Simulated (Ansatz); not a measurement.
A structure relaxed at B3LYP-D4/def2-SVP in Ansatz, charge 0, singlet:

```csv
atom,x (Å),y (Å),z (Å)
Zr1,-0.722,-0.992,-0.745
Zr2,-1.820,0.585,0.924
Si3,0.657,0.811,0.595
Si4,1.885,-0.404,-0.773
```

Give its formula and point group.

the cluster Zr2Si2. Point group Cs (tolerance 0.1 Å).

Summarise the bond lengths by kind (pairs closer than 1.2 times the sum of covalent radii, bridged metal pairs left out).

3 × Si–Zr 2.51 to 2.67 Å; 1 × Zr–Zr 2.55 Å; 1 × Si–Si 2.20 Å.

In the def2 sets Zr takes a core potential; there is no spin–orbit coupling. The restricted singlet is unstable towards broken spin symmetry at other levels; at B3LYP-D4/def2-SVP this wasn't settled. Another isomer (quintet) lies 1.00 eV lower at PBE0-D4/def2-TZVP; other spin states weren't run for this one.
